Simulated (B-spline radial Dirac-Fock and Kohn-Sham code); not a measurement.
**The M5 (3d5/2) hole of iodine ions: width and yield against charge**

Model: independent-particle rates on relativistic LDA orbitals of the hole state (multipoles up to L = 3, Coulomb Auger matrix elements, transition energies from Dirac-Fock). Program: a B-spline atomic structure program. Tabulated ground configurations, configuration averages; single configurations, so decays that open only by mixing (as 1s 2s² with 1s 2p² in Be-like ions) are missing and such tiny yields are far too low.

```
ion      configuration  radiative (eV)  non-radiative (eV)     yield
  I  [Kr] 4d10 5s2 5p5        0.000216               0.613  0.000352
 I⁺  [Kr] 4d10 5s2 5p4        0.000214               0.614  0.000348
I²⁺  [Kr] 4d10 5s2 5p3        0.000212               0.615  0.000344
I³⁺  [Kr] 4d10 5s2 5p2        0.000208               0.616  0.000338
I⁴⁺  [Kr] 4d10 5s2 5p1        0.000204               0.617  0.000331
I⁵⁺      [Kr] 4d10 5s2        0.000199               0.618  0.000322
I⁶⁺      [Kr] 4d10 5s1        0.000201               0.621  0.000323
I⁷⁺          [Kr] 4d10        0.000202               0.623  0.000324
```

Values without a named source are computed, but for edge energies of neutral atoms, which are taken from tables.
